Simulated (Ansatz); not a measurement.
The same path of Cl₃HSi (5 atoms, charge 0, multiplicity 1) was run twice with different band settings. Lost on the way: Si1–H2, Si1–Cl3. Made: H2–Cl3.

These are results of RKS BHLYP-D4/def2-SVP in Ansatz 0.2.0, not measurements.

Relaxed end points:

```xyz
5
Properties=species:S:1:pos:R:3
Si 0.164 0.000 0.249
H -0.079 0.000 1.691
Cl 2.172 0.000 -0.111
Cl -0.669 1.663 -0.589
Cl -0.669 -1.663 -0.589
```

```xyz
5
Properties=species:S:1:pos:R:3
Si -1.098 0.000 0.088
H 1.702 0.000 2.122
Cl 1.945 0.000 0.865
Cl -0.814 1.615 -1.212
Cl -0.814 -1.615 -1.212
```

Common settings: spring 5.0 eV/Å²; optimiser quadratic models (default); start path through a guess of the saddle point; force threshold 0.03 eV/Å; iteration limit 60; end points relaxed.

| run | movable images | climbing image |
| --- | --- | --- |
| 1 | 5 | yes |
| 2 | 6 | no |

What does each run give, and how far can it be trusted?

Run 1: converged after 12 iterations, highest image 3.270 eV above the first end. Neighbouring images differ by up to 1.6 eV, so the band resolves the path poorly. A vibrational analysis at the climbing image gives one clearly imaginary mode, 1167i cm⁻¹: a first-order saddle point.
Run 2: converged after 10 iterations, highest image 3.214 eV above the first end. Neighbouring images differ by up to 1.5 eV, so the band resolves the path poorly. No image climbed, so the highest image needn't sit at the top of the path.
The orbitals stay closed-shell, which can raise the energy where a bond breaks towards radicals; this wasn't checked here.
